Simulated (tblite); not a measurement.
Compound: C5H5Br.
SMILES with atom numbers: `[Br:1][C@H:2]1[CH2:3][C:4]12[CH:5]=[CH:6]2` (hydrogens: H7 on C2; H8, H9 on C3; H10 on C5; H11 on C6)

Computed with GFN2-xTB (tblite), gas phase: L-BFGS steps from a force-field or distance-geometry start until the largest atomic force falls under 0.01 eV/Å.

At the end of the run (lengths in Å): C4–C6 1.481, C4–C5 1.480, C2–C3 1.522, C2–C4 1.471, Br1–C2 1.938, C3–C4 1.481, C5=C6 1.309, C2–C4–C6 139.5°, C3–C4–C5 140.1°, C4–C5–C6 63.8°, C3–C4–C6 141.9°, Br1–C2–C3–C4 110°, C2–C3–C4–C5 -135°, C3–C4–C5–C6 -129°, H11–C6–C5–C4 180°, H8–C3–C4–C5 119°.

**Question.** These geometries were met on the way; a selection of coordinates is given. Order them by energy above the end point, lowest first.
A. C4–C6 1.464, C4–C5 1.563, C2–C3 1.523, C2–C4 1.478, Br1–C2 1.945, C3–C4 1.483, C5=C6 1.321, C2–C4–C6 125.9°, C3–C4–C5 139.4°, C4–C5–C6 60.3°, C3–C4–C6 144.3°, Br1–C2–C3–C4 116°, C2–C3–C4–C5 -157°, C3–C4–C5–C6 -132°, H11–C6–C5–C4 -136°, H8–C3–C4–C5 97°
B. C4–C6 1.461, C4–C5 1.452, C2–C3 1.452, C2–C4 1.523, Br1–C2 1.924, C3–C4 1.521, C5=C6 1.280, C2–C4–C6 105.3°, C3–C4–C5 105.7°, C4–C5–C6 64.3°, C3–C4–C6 133.3°, Br1–C2–C3–C4 106°, C2–C3–C4–C5 132°, C3–C4–C5–C6 -133°, H11–C6–C5–C4 -178°, H8–C3–C4–C5 25°
C. C4–C6 1.626, C4–C5 1.485, C2–C3 1.515, C2–C4 1.474, Br1–C2 1.991, C3–C4 1.474, C5=C6 1.324, C2–C4–C6 127.8°, C3–C4–C5 139.7°, C4–C5–C6 70.5°, C3–C4–C6 146.1°, Br1–C2–C3–C4 107°, C2–C3–C4–C5 -155°, C3–C4–C5–C6 -133°, H11–C6–C5–C4 -73°, H8–C3–C4–C5 103°
D. C4–C6 1.457, C4–C5 1.484, C2–C3 1.520, C2–C4 1.467, Br1–C2 1.958, C3–C4 1.500, C5=C6 1.345, C2–C4–C6 124.2°, C3–C4–C5 146.7°, C4–C5–C6 61.7°, C3–C4–C6 144.1°, Br1–C2–C3–C4 116°, C2–C3–C4–C5 -143°, C3–C4–C5–C6 -137°, H11–C6–C5–C4 -150°, H8–C3–C4–C5 113°
E. C4–C6 2.006, C4–C5 1.478, C2–C3 1.475, C2–C4 1.531, Br1–C2 1.913, C3–C4 1.511, C5=C6 1.269, C2–C4–C6 92.0°, C3–C4–C5 107.9°, C4–C5–C6 93.5°, C3–C4–C6 113.7°, Br1–C2–C3–C4 111°, C2–C3–C4–C5 118°, C3–C4–C5–C6 -106°, H11–C6–C5–C4 -41°, H8–C3–C4–C5 8°

**Answer.** D (0.543 eV), A (0.952 eV), C (1.534 eV), E (2.480 eV), B (3.982 eV).

| step | E above end (eV) | rms distance from the end, all atoms (Å) | largest force (eV/Å) | rms shift of all bonds from the end (Å) |
| --- | --- | --- | --- | --- |
| 57 | 0.543 | 0.335 | 2.170 | 0.016 |
| 53 | 0.952 | 0.467 | 1.351 | 0.027 |
| 50 | 1.534 | 0.519 | 1.846 | 0.045 |
| 18 | 2.480 | 0.984 | 0.761 | 0.154 |
| 0 | 3.982 | 0.973 | 8.504 | 0.031 |

Rows stand in the order of the answer.
